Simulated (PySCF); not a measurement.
H₇NSi₂, SMILES N[SiH2][SiH3].

Geometry optimised at r2SCAN-D4/def2-SVP. The values are those of a single conformer.

All values below come from TDDFT-ωB97X/def2-SVPD run with PySCF 2.14.0.

Vertical excitations. Isolated molecule, no solvent. State labels are in the subgroup Cs.

Computed UV-visible absorptions:
```csv
state,symmetry,energy (eV),λ (nm),f,main pairs
S1,A',5.94,209,0.024,HOMO→LUMO 93 %
S2,A",6.89,180,0.022,HOMO→LUMO+2 91 %
S3,A',7.16,173,0.003,"HOMO→LUMO+1 64 %, HOMO→LUMO+3 15 %"
S4,A',7.53,165,0.157,"HOMO→LUMO+4 45 %, HOMO→LUMO+3 43 %"
S5,A',7.85,158,0.209,"HOMO−1→LUMO 40 %, HOMO→LUMO+6 34 %, HOMO→LUMO+3 13 %"
S6,A',7.89,157,0.152,"HOMO→LUMO+4 39 %, HOMO→LUMO+1 22 %, HOMO→LUMO+3 19 %, HOMO−1→LUMO 9 %"
S7,A",7.89,157,0.000,HOMO→LUMO+5 84 %
S8,A",8.38,148,0.017,HOMO−2→LUMO 75 %
S9,A",8.67,143,0.004,HOMO→LUMO+9 78 %
S10,A',8.81,141,0.182,"HOMO→LUMO+6 43 %, HOMO−1→LUMO 29 %, HOMO→LUMO+7 7 %"
T1,A',5.45,227,0,HOMO→LUMO 86 %
T2,A",6.16,201,0,HOMO→LUMO+2 86 %
T3,A',6.80,182,0,"HOMO→LUMO+1 37 %, HOMO→LUMO+3 26 %, HOMO−1→LUMO 8 %, HOMO→LUMO 7 %"
T4,A',6.92,179,0,"HOMO→LUMO+3 50 %, HOMO→LUMO+1 14 %, HOMO→LUMO+4 9 %"
```
Triplets are in the Tamm–Dancoff approximation, which puts them higher than full response would, so one can lie above its singlet here.
